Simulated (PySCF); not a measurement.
# Excitation energies in several basis sets

CH6AsB.
InChI=1S/CH6AsB/c1-3-2/h3H,2H2,1H3

TDDFT with PBE0 (PySCF), vertical singlets, core orbitals frozen in the response, spherical d and f functions. Isolated species at its PBE0-D3(BJ)/def2-SVP geometry (one conformer only). Relativistic effects, spin–orbit coupling among them, are left out although an element past zinc is present.

Q: How do the low singlets change with the basis? Take 6-31G*, def2-SVP, def2-SVPD, aug-cc-pVDZ, def2-TZVP, def2-TZVPD and aug-cc-pVTZ.

A: 

```tsv
basis	functions	diffuse	S1 (eV)	S2 (eV)	S3 (eV)	S4 (eV)	S5 (eV)	LUMO (eV)	α (au)
6-31G*	72	no	4.70	6.14	6.35	6.85	7.60	-1.12	51.5
def2-SVP	90	no	4.59	6.00	6.26	6.71	7.29	-1.32	54.1
def2-SVPD	126	yes	4.56	5.97	6.23	6.28	6.56	-1.41	62.9
aug-cc-pVDZ	136	yes	4.55	5.92	5.99	6.21	6.35	-1.41	64.2
def2-TZVP	146	no	4.56	5.98	6.23	6.47	6.76	-1.38	60.1
def2-TZVPD	182	yes	4.54	5.96	6.07	6.21	6.44	-1.42	63.8
aug-cc-pVTZ	289	yes	4.54	5.91	5.97	6.20	6.32	-1.43	64.5
```

States are compared by their number. Against the largest diffuse basis here (aug-cc-pVTZ, itself not a converged limit), sets without diffuse functions differ by up to 0.17 eV in S1 and 1.27 eV in S5; the smaller diffuse sets differ by up to 0.02 and 0.24 eV. State by state, the largest deviation of a set without diffuse functions is S1 0.17, S2 0.22, S3 0.38, S4 0.65, S5 1.27 eV. The same number needn't mean the same state in each row. Against aug-cc-pVTZ the polarisability deviates by -20% in 6-31G*, -16% in def2-SVP, -2% in def2-SVPD, 0% in aug-cc-pVDZ, -7% in def2-TZVP, -1% in def2-TZVPD.
